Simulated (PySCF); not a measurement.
## Electron correlation in Zn³⁺ (zinc, charge +3)

[Ar] 3d9, 2D determinant. All numbers are calculated (PySCF 2.14, scalar relativity by spin-free X2C-1e, in aug-cc-pVTZ-DK). Frozen: [Ar]; 9 electrons correlated.

| level | correlation energy (mhartree) |
| --- | --- |
| CCSD | -315.14 |
| (T) | -5.58 |
| CCSD(T) | -320.72 |

Diagnostics: T1 = 0.0041, D1 = 0.0062, largest double amplitude 0.014.

Q: Is a single reference adequate?

A: Yes: T1 lies below 0.03 and no double amplitude reaches 0.07.
